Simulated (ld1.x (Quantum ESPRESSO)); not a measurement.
Scattering properties, TM potential for Be (Z = 4)

beryllium (Be), norm-conserving Troullier–Martins (Kleinman–Bylander form), made with ld1.x (Quantum ESPRESSO) 7.5 (PBE, scalar-relativistic). Core [He], reference 2s2 2p0. Waves: 2p (bound, empty): rc 2.75 bohr; 3d channel at 0.45 Ry: rc 2.85 bohr; 2s (bound): rc 1.55 bohr. Local part: the s channel. Core correction: a·sin(br)/r model core inside 1.50 bohr.

The phase is arctan(r·u′/u) with u = r·R(r), unwrapped; energies in Ry, scanned from -2 to 5 Ry. A pole is an energy at which the radial function vanishes at the test radius. The pseudo phase is shifted by a multiple of π to meet the all-electron one at the reference energy, and phase errors are pseudo minus all-electron; the curves can meet again beyond the range given. Levels narrower than the energy grid can be missing from the lists of poles.

```json
{"channel": "s", "radius (bohr)": "3.10", "reference energy (Ry)": "-0.41", "poles, all-electron": "0.15, 4.31", "poles, pseudo": "0.15, 4.05", "unbroken range about the reference energy with phases within 0.05 rad": "below 1.6", "phase error 1 Ry above the reference energy (rad)": "-0.002"}
{"channel": "p", "radius (bohr)": "3.10", "reference energy (Ry)": "-0.15", "poles, all-electron": "0.43, 3.80", "poles, pseudo": "0.44, 4.28", "unbroken range about the reference energy with phases within 0.05 rad": "below 1.4", "phase error 1 Ry above the reference energy (rad)": "+0.010"}
{"channel": "d", "radius (bohr)": "3.10", "reference energy (Ry)": "0.45", "poles, all-electron": "2.28", "poles, pseudo": "2.29", "unbroken range about the reference energy with phases within 0.05 rad": "below 3.9", "phase error 1 Ry above the reference energy (rad)": "+0.001"}
```

Phases in the s channel:

```
E (Ry)  all-electron  pseudo
 -2.00         1.300   1.300
 -1.52         1.231   1.231
 -1.04         1.058   1.058
 -0.56        -0.079  -0.079
 -0.08        -1.436  -1.437
  0.40        -1.658  -1.660
  0.88        -1.797  -1.802
  1.36        -2.010  -2.031
  1.84        -2.755  -2.911
  2.32        -4.112  -4.200
  2.80        -4.465  -4.501
  3.28        -4.590  -4.615
  3.76        -4.659  -4.681
  4.24        -4.706  -4.731
  4.72        -4.746  -4.779
```
